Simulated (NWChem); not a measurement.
Program: NWChem. System: Ga (+1), charge 1, spin multiplicity 1. Level: LDA (SVWN5)/def2-TZVP.

Output (cleaned and shortened):

```
             Northwest Computational Chemistry Package (NWChem) 7.3.0
             --------------------------------------------------------

                                NWChem Input Module
                                -------------------

 Scaling coordinates for geometry "geometry" by  1.889725989
 (inverse scale =  0.529177249)

                             Geometry "geometry" -> ""
                             -------------------------

 Output coordinates in angstroms (scale by  1.889725989 to convert to a.u.)

  No.       Tag          Charge          X              Y              Z
 ---- ---------------- ---------- -------------- -------------- --------------
    1 Ga                  31.0000     0.00000000     0.00000000     0.00000000

 Effective nuclear repulsion energy (a.u.)       0.0000000000

            Nuclear Dipole moment (a.u.)
            ----------------------------
        X                 Y               Z
 ---------------- ---------------- ----------------
     0.0000000000     0.0000000000     0.0000000000

      Symmetry information
      --------------------

 Group name             D2h
 Group number             26
 Group order               8
 No. of unique centers     1

      Symmetry unique atoms

     1


 Summary of "ao basis" -> "" (spherical)
 ------------------------------------------------------------------------------
       Tag                 Description            Shells   Functions and Types
 ---------------- ------------------------------  ------  ---------------------
 *                         def2-tzvp                  on all atoms

                                 NWChem DFT Module
                                 -----------------

 Summary of "ao basis" -> "ao basis" (spherical)
 ------------------------------------------------------------------------------
       Tag                 Description            Shells   Functions and Types
 ---------------- ------------------------------  ------  ---------------------
 Ga                        def2-tzvp                16       48   6s5p4d1f

 Summary of "ao basis" -> "ao basis" (spherical)
 ------------------------------------------------------------------------------
       Tag                 Description            Shells   Functions and Types
 ---------------- ------------------------------  ------  ---------------------
 Ga                        def2-tzvp                16       48   6s5p4d1f

      Symmetry analysis of basis
[...]
 !! scf_movecs_sym_adapt:   32 vectors were symmetry contaminated

  Symmetry fudging

 !! scf_movecs_sym_adapt:   30 vectors were symmetry contaminated

 d= 0,ls=0.0,diis     5  -1921.5597224480 -3.45D-04  5.73D-05  3.24D-05     0.7

 !! scf_movecs_sym_adapt:   33 vectors were symmetry contaminated

  Symmetry fudging

 !! scf_movecs_sym_adapt:   30 vectors were symmetry contaminated

  Resetting Diis
 d= 0,ls=0.0,diis     6  -1921.5597239084 -1.46D-06  6.00D-07  3.19D-09     0.8

 !! scf_movecs_sym_adapt:   33 vectors were symmetry contaminated

  Symmetry fudging

 !! scf_movecs_sym_adapt:   22 vectors were symmetry contaminated

 d= 0,ls=0.0,diis     7  -1921.5597239086 -1.05D-10  5.25D-09  7.11D-14     0.8

         Total DFT energy =    -1921.559723908553
      One electron energy =    -2673.387828485402
           Coulomb energy =      823.532650532417
    Exchange-Corr. energy =      -71.704545955567
 Nuclear repulsion energy =        0.000000000000

 Numeric. integr. density =       29.999999999885

     Total iterative time =      0.4s

                  Occupations of the irreducible representations
                  ----------------------------------------------

                     irrep           alpha         beta
                     --------     --------     --------
                     ag                6.0          6.0
                     au                0.0          0.0
                     b1g               1.0          1.0
                     b1u               2.0          2.0
                     b2g               1.0          1.0
                     b2u               2.0          2.0
                     b3g               1.0          1.0
                     b3u               2.0          2.0

                       DFT Final Molecular Orbital Analysis
                       ------------------------------------

 Vector   13  Occ=2.000000D+00  E=-1.047521D+00  Symmetry=b3g
              MO Center=  3.0D-35, -2.2D-34, -7.3D-34, r^2= 2.4D-01
   Bfn.  Coefficient  Atom+Function         Bfn.  Coefficient  Atom+Function
  ----- ------------  ---------------      ----- ------------  ---------------
    23      0.897548  1 Ga d -1              28      0.201935  1 Ga d -1

 Vector   14  Occ=2.000000D+00  E=-1.047521D+00  Symmetry=ag
              MO Center= -3.2D-35,  1.4D-35,  5.0D-34, r^2= 2.4D-01
   Bfn.  Coefficient  Atom+Function         Bfn.  Coefficient  Atom+Function
  ----- ------------  ---------------      ----- ------------  ---------------
    24      0.897548  1 Ga d  0              29      0.201935  1 Ga d  0

 Vector   15  Occ=2.000000D+00  E=-6.004604D-01  Symmetry=ag
              MO Center=  1.0D-41, -1.0D-39,  3.3D-36, r^2= 1.6D+00
   Bfn.  Coefficient  Atom+Function         Bfn.  Coefficient  Atom+Function
  ----- ------------  ---------------      ----- ------------  ---------------
     5      0.881293  1 Ga s                  4     -0.320328  1 Ga s
     6      0.299113  1 Ga s                  3     -0.264667  1 Ga s
     2      0.115565  1 Ga s                  1     -0.036328  1 Ga s

 Vector   16  Occ=0.000000D+00  E=-3.409498D-01  Symmetry=b1u
              MO Center= -4.6D-18, -4.2D-18, -2.3D-18, r^2= 2.7D+00
   Bfn.  Coefficient  Atom+Function         Bfn.  Coefficient  Atom+Function
  ----- ------------  ---------------      ----- ------------  ---------------
    18      0.676555  1 Ga pz                21      0.451042  1 Ga pz
    12     -0.234877  1 Ga pz                 9      0.088809  1 Ga pz
    15     -0.045983  1 Ga pz

 Vector   17  Occ=0.000000D+00  E=-3.409498D-01  Symmetry=b3u
              MO Center=  6.0D-25,  4.5D-26,  1.9D-26, r^2= 2.7D+00
   Bfn.  Coefficient  Atom+Function         Bfn.  Coefficient  Atom+Function
  ----- ------------  ---------------      ----- ------------  ---------------
    16      0.676555  1 Ga px                19      0.451042  1 Ga px
    10     -0.234877  1 Ga px                 7      0.088809  1 Ga px
    13     -0.045983  1 Ga px

 Vector   18  Occ=0.000000D+00  E=-3.409498D-01  Symmetry=b2u
              MO Center=  3.1D-26, -4.2D-25,  1.2D-26, r^2= 2.7D+00
   Bfn.  Coefficient  Atom+Function         Bfn.  Coefficient  Atom+Function
  ----- ------------  ---------------      ----- ------------  ---------------
    17      0.676555  1 Ga py                20      0.451042  1 Ga py
    11     -0.234877  1 Ga py                 8      0.088809  1 Ga py
    14     -0.045983  1 Ga py

 Task  times  cpu:        0.8s     wall:        0.8s

 Total times  cpu:        0.8s     wall:        0.8s
```

Question: Write an NWChem input that would produce this output.

Answer: One answer among several that fit: 
```
start mol
memory heap 200 mb stack 900 mb global 1100 mb
charge 1
geometry units angstroms nocenter noautoz
  Ga     0.000000     0.000000     0.000000
  symmetry group D2h
end
basis spherical
  * library def2-tzvp
end
dft
  xc slater vwn_5
  semidirect memsize 60000000 filesize 0
  iterations 100
end
task dft energy
```
